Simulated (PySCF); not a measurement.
HO3S, SMILES O=S(=O)=[OH+], charge +1.

Geometry: PBE0-D3(BJ)/def2-SVP. The isomer is the one that the SMILES or the coordinates give; other isomers of the formula were not compared.

Calculation: TDDFT-M06-2X/def2-SVPD (PySCF).

Vertical excitations. The molecule is in vacuum. State labels are in the subgroup Cs.

```csv
state,symmetry,energy (eV),λ (nm),f,main pairs
S1,A",5.41,229,0.000,HOMO→LUMO 98 %
S2,A',6.19,200,0.000,HOMO→LUMO+1 93 %
S3,A",6.41,193,0.000,HOMO−1→LUMO+1 96 %
S4,A",6.70,185,0.000,HOMO−3→LUMO 94 %
S5,A',7.30,170,0.033,"HOMO−1→LUMO 50 %, HOMO−3→LUMO+1 25 %, HOMO−2→LUMO 12 %"
S6,A",7.33,169,0.001,HOMO−2→LUMO+1 93 %
S7,A',7.49,166,0.027,"HOMO−3→LUMO+1 43 %, HOMO−1→LUMO 28 %, HOMO−2→LUMO 18 %, HOMO−4→LUMO+1 7 %"
S8,A',8.59,144,0.139,"HOMO−2→LUMO 60 %, HOMO−3→LUMO+1 24 %"
S9,A",8.67,143,0.000,HOMO−4→LUMO 97 %
S10,A',9.84,126,0.123,HOMO−4→LUMO+1 74 %
T1,A",5.12,242,0,HOMO→LUMO 98 %
T2,A',5.14,241,0,HOMO−1→LUMO 98 %
T3,A',5.75,216,0,HOMO→LUMO+1 96 %
T4,A",6.07,204,0,HOMO−1→LUMO+1 96 %
```
Triplets are in the Tamm–Dancoff approximation, which puts them higher than full response would, so one can lie above its singlet here.
